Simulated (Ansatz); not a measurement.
Computed with Ansatz on PBE0-D4/def2-TZVP structures; ΔE is electronic, products minus reactants. CBS: MP2 limit from def2 TZ/QZ plus the TZ coupled-cluster correction, frozen cores. Functionals use def2-TZVPP. B3LYP here is the variant with VWN-RPA as its local correlation; programs differ in this. Elements past krypton have def2 core potentials. For Sn outer-core shells are correlated without core-valence functions, which leaves a few kJ/mol of doubt a bond. One conformer a species, not always the lowest.

`F[C@@H]([SiH3])[C@@H](F)Cl` + `[OH][SnH3]` → `[SiH3][O][SnH3]` + `FCC(F)Cl`  (ligand exchange at the Si–C bond)

| level | ΔE (kJ/mol) | difference from CCSD(T)/CBS |
| --- | --- | --- |
| r2SCAN-D4 | -129.5 | 5.4 |
| PBE0-D4 | -125.0 | 9.9 |
| ωB97X-V | -131.2 | 3.7 |
| ωB97M-V | -130.0 | 4.9 |
| B2PLYP | -138.2 | -3.3 |
| PBE | -117.1 | 17.8 |
| B3LYP | -135.6 | -0.7 |
| HF/def2-TZVPP | -163.6 | -28.7 |
| MP2/def2-TZVPP | -138.7 | -3.8 |
| SCS-MP2/def2-TZVPP | -142.8 | -7.9 |
| CCSD/def2-TZVPP | -139.5 | -4.6 |
| CCSD(T)/def2-TZVPP | -135.5 | -0.6 |
| HF/def2-QZVPP | -165.6 | -30.7 |
| SCS-MP2/def2-QZVPP | -143.2 | -8.3 |
| HF/CBS(def2) | -165.9 | -31.0 |
| MP2/CBS(def2) | -138.0 | -3.1 |
| CCSD(T)/CBS | -134.9 | 0 |

Largest T1 diagnostic among the species: 0.014.

From PBE to PBE0 (25 % exact exchange), in def2-TZVPP and without D4, ΔE moves by −9.5 kJ/mol. In def2-TZVPP, CCSD(T) changes the Hartree–Fock value by +28.0 kJ/mol (the triples alone add +4.0 kJ/mol) and MP2 by +24.8 kJ/mol.
